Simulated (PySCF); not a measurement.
Ga(AsH2)(F)2 (AsF₂GaH₂), SMILES [F][Ga]([F])[AsH2]. Atoms are numbered in the order given.

```xyz
6

Ga    -0.7844    -0.0084     0.0000
As     1.5997     0.0626     0.0000
H      1.6217    -0.9892     1.1042
H      1.6217    -0.9892    -1.1042
F     -1.7621     0.0095    -1.4495
F     -1.7621     0.0095     1.4495
```
Charge 0, spin multiplicity 1.

Coordinates come from a PBE0-D3(BJ)/def2-SVP optimisation.

Calculation: TDDFT-B3LYP/def2-SVPD run with PySCF.

Vertical excitations.  State labels are in the subgroup Cs.

Task: List the lowest excited states. (The exact figures need the calculation; the answer reports its results.)

Result: 
```json
[
 {"state": "S1", "symmetry": "A'", "energy (eV)": "5.81", "λ (nm)": "213", "f": "0.128", "main pairs": "HOMO→LUMO 54 %, HOMO→LUMO+1 41 %"},
 {"state": "S2", "symmetry": "A'", "energy (eV)": "6.17", "λ (nm)": "201", "f": "0.114", "main pairs": "HOMO→LUMO+1 56 %, HOMO→LUMO 30 %"},
 {"state": "S3", "symmetry": "A\"", "energy (eV)": "6.62", "λ (nm)": "187", "f": "0.006", "main pairs": "HOMO→LUMO+2 97 %"},
 {"state": "S4", "symmetry": "A'", "energy (eV)": "6.75", "λ (nm)": "184", "f": "0.103", "main pairs": "HOMO−1→LUMO 79 %, HOMO−1→LUMO+1 14 %"},
 {"state": "S5", "symmetry": "A'", "energy (eV)": "7.06", "λ (nm)": "176", "f": "0.052", "main pairs": "HOMO→LUMO+3 81 %, HOMO−1→LUMO+1 15 %"},
 {"state": "S6", "symmetry": "A\"", "energy (eV)": "7.43", "λ (nm)": "167", "f": "0.002", "main pairs": "HOMO−2→LUMO 95 %"},
 {"state": "S7", "symmetry": "A'", "energy (eV)": "7.43", "λ (nm)": "167", "f": "0.346", "main pairs": "HOMO−1→LUMO+1 61 %, HOMO→LUMO+3 14 %"},
 {"state": "S8", "symmetry": "A\"", "energy (eV)": "7.59", "λ (nm)": "163", "f": "0.000", "main pairs": "HOMO−3→LUMO 95 %"},
 {"state": "S9", "symmetry": "A\"", "energy (eV)": "7.84", "λ (nm)": "158", "f": "0.006", "main pairs": "HOMO−2→LUMO+1 72 %, HOMO−4→LUMO 17 %"},
 {"state": "S10", "symmetry": "A\"", "energy (eV)": "7.86", "λ (nm)": "158", "f": "0.028", "main pairs": "HOMO−4→LUMO 44 %, HOMO−2→LUMO+1 24 %, HOMO−1→LUMO+2 20 %"},
 {"state": "T1", "symmetry": "A'", "energy (eV)": "4.74", "λ (nm)": "261", "f": "0", "main pairs": "HOMO→LUMO 94 %"},
 {"state": "T2", "symmetry": "A'", "energy (eV)": "5.51", "λ (nm)": "225", "f": "0", "main pairs": "HOMO→LUMO+1 94 %"},
 {"state": "T3", "symmetry": "A\"", "energy (eV)": "5.92", "λ (nm)": "209", "f": "0", "main pairs": "HOMO→LUMO+2 91 %"},
 {"state": "T4", "symmetry": "A'", "energy (eV)": "6.16", "λ (nm)": "201", "f": "0", "main pairs": "HOMO−1→LUMO 95 %"}
]
```
Triplets are in the Tamm–Dancoff approximation, which puts them higher than full response would, so one can lie above its singlet here.
